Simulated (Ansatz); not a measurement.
Be8⁺. Total charge 1; quartet. Geometry r2SCAN/def2-SVP; atoms count from 1.

```xyz
8

Be    0.6898    0.7426    1.1950
Be   -1.3935   -0.1380    1.5225
Be    0.0428   -1.2249    0.5082
Be    1.1288    1.4178   -0.7721
Be   -1.7166   -1.0117   -0.5559
Be    0.2718   -0.3870   -1.4938
Be   -0.9640    0.8843   -0.2220
Be    1.9409   -0.2831   -0.1819
```

At PBE0/def2-TZVP a doublet of charge 1 lies 0.15 eV below the quartet, each at its own geometry. The structure comes from a short search, and lower isomers may exist.

Problem. Estimate the Mulliken populations from the PBE0/def2-TZVP orbitals of Ansatz.

Solution. 
```
atom  charge (e)  spin (α − β)
 Be1        0.11          0.34
 Be2        0.02          0.47
 Be3        0.30          0.61
 Be4        0.07          0.08
 Be5        0.02          0.47
 Be6        0.11          0.34
 Be7        0.30          0.61
 Be8        0.07          0.08
```
Mulliken values depend strongly on the basis.

Problem. Where does the spin sit?

Solution. Summed by element: Be 3.00, of 3 unpaired in all. Largest on single atoms: Be3 0.61, Be7 0.61, Be5 0.47.

Problem. And the Mayer bond orders between heavy atoms (over 0.3)?

Solution. Be1–Be2 0.54 (2.29 Å); Be1–Be3 0.38 (2.18 Å); Be1–Be4 0.58 (2.13 Å); Be1–Be7 0.38 (2.18 Å); Be1–Be8 0.58 (2.12 Å); Be2–Be3 0.53 (2.07 Å); Be2–Be5 0.55 (2.28 Å); Be2–Be7 0.53 (2.07 Å); Be3–Be5 0.53 (2.07 Å); Be3–Be6 0.38 (2.18 Å); Be3–Be8 0.40 (2.23 Å); Be4–Be6 0.58 (2.12 Å); Be4–Be7 0.40 (2.23 Å); Be4–Be8 0.72 (1.98 Å); Be5–Be6 0.54 (2.29 Å); Be5–Be7 0.53 (2.07 Å); Be6–Be7 0.38 (2.18 Å); Be6–Be8 0.58 (2.13 Å).
